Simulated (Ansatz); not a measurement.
```yaml
crystal:
  periodic: [false, false, false]
  atoms:
    - {symbol: Ga, position_ang: [-0.726646, 0.831509, 0.306474]}
    - {symbol: H, position_ang: [0.755254, -0.084244, 0.680063]}
    - {symbol: B, position_ang: [0.634179, -0.846424, -0.203929]}
    - {symbol: H, position_ang: [-0.479263, -0.442382, -0.883717]}
    - {symbol: H, position_ang: [-1.872535, 0.463620, 1.181856]}
    - {symbol: H, position_ang: [-0.281092, 2.220731, -0.184415]}
    - {symbol: H, position_ang: [0.333206, -1.802624, 0.107342]}
    - {symbol: H, position_ang: [1.425711, -0.616763, -1.004225]}
basis:
  gaussian: {orbitals: 6-31G}
hamiltonian: {xc: {name: wB97X-V}}
scf: {omitted_lower_state_checks: [starts]}
output: {forces: true}
```

```sh
$ ansatz run in.yaml --threads 4 --pin off --events-out ev --progress --plain --max-ram 3916MiB
```

Output, abridged:

```
Functional definition: wB97X-V
568 factors; integrals over basis functions are off by at most 7.2e-4 eV
183 factors; integrals over basis functions are off by at most 3.7e-6 eV
mean field evaluation 1: about -53134.8582 eV, gradient 2.1e1 eV
mean field evaluation 2: about -53135.5760 eV, gradient 1.6e1 eV
mean field evaluation 4: about -53135.8764 eV, gradient 5.9e-1 eV
mean field evaluation 8: about -53135.9272 eV, gradient 1.8e-2 eV
mean field evaluation 16: about -53135.9272 eV, gradient 2.8e-5 eV
mean field -53135.92724031 eV, -1952.7093092562 hartree, gradient 2.8e-5 eV, S^2 0.000000; 0 other end points of the search recorded, 0 dependent functions left out
reference -53135.92723792 eV, -1952.7093091686 hartree; 21, 21 occupied and 29, 29 virtual orbitals, 568 factors
Total energy: -53135.92723792 eV, -1952.7093091686 hartree
Atom 0 at    -0.726646     0.831509     0.306474 Å, force     0.449653     0.193107    -0.682524 eV/Å
Atom 1 at     0.755254    -0.084244     0.680063 Å, force     0.499165     1.082967     1.739202 eV/Å
Atom 2 at     0.634179    -0.846424    -0.203929 Å, force    -0.728580     3.678854    -2.912605 eV/Å
Atom 3 at    -0.479263    -0.442382    -0.883717 Å, force     0.287788     0.007274     0.251859 eV/Å
Atom 4 at    -1.872535     0.463620     1.181856 Å, force    -0.689662    -0.286472     0.649296 eV/Å
Atom 5 at    -0.281092     2.220731    -0.184415 Å, force     0.105827     0.059016    -0.067767 eV/Å
Atom 6 at     0.333206    -1.802624     0.107342 Å, force    -1.086929    -4.761588     1.693470 eV/Å
Atom 7 at     1.425711    -0.616763    -1.004225 Å, force     1.162737     0.026841    -0.670931 eV/Å
Dipole moment:    -0.218409     0.244259     0.115282 e Å
Checks for a lower state left out: starts
```

Hardware: 4 threads of Arm Neoverse V2 on a shared host. Wall time 2 s.

The 6-31G sets use Cartesian d functions.
